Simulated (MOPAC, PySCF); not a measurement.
H2SSi, SMILES `[SiH]S` (lower singlet; H–Si–S–H torsion 180°), neutral singlet in the gas phase. This singlet lies 1.55 eV below the relaxed triplet at the level composite: frozen-core CCSD(T) with HF/cc-pVQZ and the correlation energy extrapolated as X^-3 from cc-pVTZ and cc-pVQZ, plus phaseless AFQMC minus CCSD(T) in cc-pVTZ // PBE0-D3(BJ)/def2-TZVP (Ansatz).

Z-matrix (Å, degrees):
```
S
H 1 1.3460
Si 1 2.1154 2 97.37
H 3 1.5249 1 89.30 2 180.00
```
Charge 0, multiplicity 1.

All levels are single points at this geometry (PBE0-D3(BJ)/def2-TZVP); Pople sets use spherical d functions. Orbital energies aren't observables, and empty levels follow the basis.

```
level                           HOMO (eV)  LUMO (eV)  gap (eV)  dipole (D)  vertical IE, Delta-SCF (eV)
------------------------------  ---------  ---------  --------  ----------  ---------------------------
PBE0-D3(BJ)/def2-TZVP in PySCF      -6.87      -2.49      4.38        0.67                            –
B3LYP/3-21G in PySCF                -6.69      -2.86      3.83        0.92                            –
B3LYP/6-31G* in PySCF               -6.67      -2.65      4.03        0.72                         9.19
AM1 in MOPAC                        -8.24      -1.56      6.68        0.94                            –
PM3 in MOPAC                        -8.48      -2.05      6.44        0.56                            –
PM7 in MOPAC                        -9.58      -1.11      8.47        0.12                            –
```
